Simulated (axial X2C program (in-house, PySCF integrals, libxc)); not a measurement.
## Nuclear properties of HAsH

Computed with an axial X2C code built on PySCF integrals: two-component X2C with atomic mean-field Coulomb and Gaunt terms, Gaussian nuclei, basis H dyall-v3z, As dyall-v3z with contracted cores.

H–As–H held linear, with bonds 1.683 and 1.683 Å (near the PBE0 minimum at charge 0 of the determinant lowest at the starting distance; the state shown can have its own minimum elsewhere, held linear; other orders of the atoms were not compared).

Determinant lowest in the PBE0 search, Ω = 3/2 (⟨Sz⟩ = 1.50, ⟨Lz⟩ = 0.00 at PBE0), spin on the atoms H 0.24, As 1.02, H 0.24:

```json
{"level": "PBE0", "A∥/gI H (MHz)": "42.9", "qzz H (a.u.)": "0.07", "A∥/gI As (MHz)": "508", "qzz As (a.u.)": "-0.55"}
{"level": "HF", "A∥/gI H (MHz)": "47.2", "qzz H (a.u.)": "0.07", "A∥/gI As (MHz)": "574", "qzz As (a.u.)": "-0.15"}
{"level": "TPSSh", "A∥/gI H (MHz)": "45.3", "qzz H (a.u.)": "0.07", "A∥/gI As (MHz)": "520", "qzz As (a.u.)": "-0.43"}
```

A∥ (defined per Ω) follows by multiplying with gI = μI/(I μN); qzz is the electric field gradient, eQq0 = 234.96 MHz × Q/barn × qzz. The operators were transformed with the bare-nucleus X2C matrices; with these basis sets, hyperfine constants and field gradients can be off by tens of per cent, and where levels differ in sign neither size nor sign is settled.

With gI(1H) = 5.5857, gI(75As) = 0.9597 (g factors from the IAEA table of nuclear moments by Stone), turn the PBE0 values of the first state into constants in MHz.

A∥(1H) = 42.9 × 5.5857 = 240 MHz; A∥(75As) = 508 × 0.9597 = 488 MHz.

The molecule was held linear; bending was not examined, so a bent shape may lie lower.

Each state is one determinant with collinear spin, which with several unpaired electrons need not be a pure state. Unrestricted Hartree–Fock can overshoot spin polarisation at the nuclei. This is the top spin component of a Σ state; components of lower Ω are not single determinants and can lie lower. With several open shells hyperfine constants can be off by a factor of several. States lie within half an eV, so the first need not be the ground state. Further determinants of the search, some of them spin-mixed, are not shown. Where a field gradient or hyperfine factor spreads by more than a factor of two over the levels, a constant derived from it is not to be relied on.
